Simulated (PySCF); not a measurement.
**Te₃, triplet: molecular constants**

Computed with PySCF, UPBE, basis Te def2-TZVP with ECP28 (scalar-relativistic core potentials, no spin–orbit coupling, density fitting).

The structure is a minimum.

| Item | Value |
| --- | --- |
| Point group | C2v |
| Bond lengths | Te–Te 2.673 Å (×2), Te–Te 3.661 Å |
| Bond angles | Te–Te–Te 46.8° (×2), Te–Te–Te 86.4° |
| Rotational symmetry number | 2 |
| Atomisation energy without zero-point energy | 499 kJ/mol |
| Spin squared ⟨S²⟩ | 2.005 |
| Dipole moment | 0.98 D |
| Lowest empty level (β) | -4.60 eV |
| Heat capacity Cp at 298.15 K | 56.9 J/(mol K) |
| Principal polarisabilities | 72.5, 114.3, 202.0 bohr³ |
| Entropy at 298.15 K and 1 bar (electronic part: spin only) | 353.5 J/(mol K) |
| Zero-point energy | 2.8 kJ/mol |
| Highest occupied level (α) | -5.07 eV |
| Rotational constants | 0.05126, 0.01937, 0.01406 cm⁻¹ |
| Principal quadrupole moments (Buckingham, traceless) about the centre of mass | -6.31, 1.10, 5.21 D Å |
| Enthalpy at 298.15 K above 0 K | 14.98 kJ/mol |

Harmonic modes (masses in u: Te 129.906):
| symmetry | ω (cm⁻¹) | IR (km/mol) | μ (u) |
| --- | --- | --- | --- |
| a1 | 58 | 0.0 | 129.91 |
| b2 | 189 | 2.9 | 129.91 |
| a1 | 217 | 0.0 | 129.91 |

In C2v the vibrations span 2a1 + b2. Here b1 is antisymmetric to the molecular plane and b2 lies in it.

Charges (e):
| atom | Mulliken | Löwdin | polar tensor | spin (Mulliken) | Mayer order to Te1 |
| --- | --- | --- | --- | --- | --- |
| Te1 | 0.12 | 0.10 | 0.20 | 0.35 | – |
| Te2,3 | -0.06 | -0.05 | -0.10 | 0.83 | 1.36 |
Other Mayer orders above 0.3: Te–Te 0.65.

Mulliken populations on Te1 (electrons outside its core potential): s 3.93, p 9.76, d 10.17, f 0.02.

Other isomers or separated fragments may lie lower. At this level a singlet minimum of D3h symmetry lies 41 kJ/mol below this structure. Spin–orbit coupling, left out here, can matter for elements this heavy.

The final relaxation and frequency run took 63 s on 4 threads of a shared Arm Neoverse V1 host, with 150 basis functions and 11 gradients; the process peaked at 1.1 GiB. Launch command: `OMP_NUM_THREADS=4 python axn.py task.json out`.
